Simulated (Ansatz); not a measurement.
Born–Oppenheimer molecular dynamics of CH9NSi2 (13 atoms, charge 0, multiplicity 1). It starts from a rough guess of a transition structure, not a stationary point.

These are results of Ansatz 0.2.0, UKS revPBE/6-31G, not measurements.

```yaml
ensemble: NVE (velocity Verlet)
time_step: 0.5 fs
steps_asked: 150
starting_velocities_drawn_for: 1000 K
seed: 399265
```

First frame:

```xyz
13
Properties=species:S:1:pos:R:3
Si -0.832 0.136 0.039
Si 1.204 -0.920 1.242
N -0.324 -1.025 -1.162
H 0.594 -1.606 -0.402
H -2.176 -0.019 0.622
C -0.669 1.886 -0.682
H 2.427 -0.575 0.510
H 1.449 -0.526 2.635
H 1.143 -2.400 1.329
H -0.928 -1.693 -1.616
H 0.345 2.259 -0.579
H -1.331 2.596 -0.193
H -0.903 1.888 -1.743
```

How far do the bonds stretch over the last three quarters of this one trajectory? (Pairs bonded in most of those frames.)


```
   bond  mean (Å)  spread (Å)  shortest  longest
Si1–Si2     2.380       0.091      2.29     2.59
 Si1–N3     1.874       0.088      1.75     2.03
 Si1–H5     1.533       0.053      1.44     1.61
 Si1–C6     1.967       0.085      1.83     2.08
 Si2–H7     1.529       0.041      1.46     1.59
 Si2–H8     1.532       0.039      1.46     1.59
 Si2–H9     1.535       0.081      1.41     1.65
  N3–H4     1.110       0.136      0.87     1.34
 N3–H10     1.050       0.068      0.93     1.16
 C6–H11     1.111       0.029      1.06     1.16
 C6–H12     1.112       0.039      1.05     1.18
 C6–H13     1.119       0.055      1.03     1.20
```

Mean temperature of the second half: 1670 K. The conserved energy stayed within 2.1 meV per atom of its start (net change 0.04 meV per atom), so there is no drift, though single steps change it by up to 29 meV in the whole system, a sign of fast motions only just resolved. The system heated up, since it started high on the potential surface and ran downhill. A run of 0.075 ps of so small a system gives no equilibrium averages. The orbitals stay closed-shell, which can raise the energy where a bond breaks towards radicals; this wasn't checked here. Limits of this set-up: no polarisation functions.

Run time: 11 min on 1 thread of Intel(R) Xeon(R) Processor @ 2.70GHz (shared host), peak memory 0.15 GiB.
